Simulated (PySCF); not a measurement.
Gas-phase reaction: BaCl2 → Ba + 2 Cl

Method: PySCF energies (xtb for GFN2) plus ideal-gas RRHO corrections (1 bar). The comparison is the NASA 1993 polynomial table, which mixes measured and estimated data. S°(298 K) at PBE0/def2-TZVP differs from the NASA 1993 table for BaCl2 (-5 J/mol/K); whether the harmonic model or the table's entry is off was not settled. † marks an energy on the PBE0/def2-TZVP geometry and frequencies; other levels use their own. MP2 freezes the core. Open shells (unrestricted): Cl (multiplicity 2, electronic degeneracy 6); the rest are closed-shell singlets. GFN2 has no spin-polarisation term. Spin-orbit splitting is ignored; it lowers the true energy and changes the entropy of Cl. Ba: scalar-relativistic def2 core potential, no spin-orbit coupling. MP2 isn't extrapolated to the basis-set limit; its ΔH°(298 K) is 837.5 kJ in def2-SVP and 920.7 kJ in def2-TZVPP. The harmonic model lacks anharmonicity and excited electronic states, which grow with temperature; levels with a mode under 35 cm⁻¹ are left out. Soft modes under 120 cm⁻¹ make the harmonic entropy rough for BaCl2. The table's entry may be an old estimate for BaCl2 (not checked at source).

ΔH° and ΔS° at 298 K: table 920 kJ, 175 J/K; GFN2-xTB 702 kJ, 180 J/K; M06-2X/def2-TZVP† 897 kJ, 186 J/K; MP2/def2-SVP† 838 kJ, 186 J/K; PBE/def2-TZVP† 926 kJ, 186 J/K.

Q: With the heat capacities included, give log10 K at 500, 1200, 1800, 2000, 2500 K for each.

A: 
```csv
T (K),table,GFN2-xTB,M06-2X/def2-TZVP†,MP2/def2-SVP†,PBE/def2-TZVP†
500,-87.0,-63.9,-84.0,-77.7,-86.9
1200,-30.6,-21.0,-29.1,-26.5,-30.4
1800,-17.2,-10.7,-16.0,-14.3,-16.9
2000,-14.5,-8.7,-13.4,-11.9,-14.2
2500,-9.6,-5.0,-8.7,-7.4,-9.3
```
Ten kJ in ΔG° is worth 1.04 decades in K at 500 K and 0.21 at 2500 K. Holding ΔH° and ΔS° at their 298 K values would give -10.1 (table), -5.3 (GFN2-xTB), -9.0 (M06-2X/def2-TZVP†) at 2500 K.
